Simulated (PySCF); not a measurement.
A calculated (PBE, PySCF 2.14, cc-pVDZ, no relativity, point nucleus) atom or ion has these occupied shells.

| shell | electrons | orbital energy (eV) | rms radius, mean of both spins (bohr) |
| --- | --- | --- | --- |
| 1s α | 1 | -533.48 | 0.232 |
| 1s β | 1 | -531.35 | 0.232 |
| 2s α | 1 | -41.683 | 1.21 |
| 2s β | 1 | -35.810 | 1.21 |
| 2p α | 3 | -26.425 | 1.23 |

Name the element and its charge.

O⁺ (oxygen, charge +1), in [He] 2s2 2p3, high-spin 4S determinant.
